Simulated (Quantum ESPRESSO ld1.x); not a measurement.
Problem. Radial electron density D(r) = 4 pi r^2 rho(r) of an atom or ion with 7 electrons. Calculated with ld1.x of Quantum ESPRESSO 7.5: scalar-relativistic Kohn-Sham, LDA (Slater exchange, VWN5 correlation), spin-polarised, spherical densities, point nucleus.

```
   r/bohr * D(r) (the largest magnitude, 55.8, reaches the edge; | marks zero)
 0.001941 |   *
 0.002352 |    *
 0.002849 |      *
 0.003425 |        *
  0.00415 |           *
 0.005028 |               *
 0.006093 |                    *
 0.007383 |                          *
 0.008945 |                                *
  0.01084 |                                       *
  0.01313 |                                              *
  0.01591 |                                                   *
  0.01928 |                                                      *
  0.02318 |                                                      *
  0.02808 |                                                  *
  0.03403 |                                            *
  0.04123 |                                     *
  0.04995 |                                *
  0.06053 |                                *
  0.07334 |                                   *
  0.08886 |                                       *
   0.1077 |                                       *
   0.1305 |                                 *
   0.1581 |                       *
     0.19 |            *
   0.2302 |    *
    0.279 |*
    0.338 *
   0.4096 *
```

What is the nuclear charge?

Solution. Z = 46. The innermost maximum, from 1s, lies near gamma/Z bohr with gamma = sqrt(1 - (Z/c)^2) = 0.942, here 0.0205 bohr (found: 0.0209), and its height grows with Z. The density is that of the palladium ion Pd39+ in [He] 2s2 2p3; the configuration itself is not fixed sharply by these data, and Z only to a few units. D(r) has 2 maxima, at r = 0.0209, 0.0994 bohr, and minima at 0.0563 bohr, inside which lie 2.23 electrons.
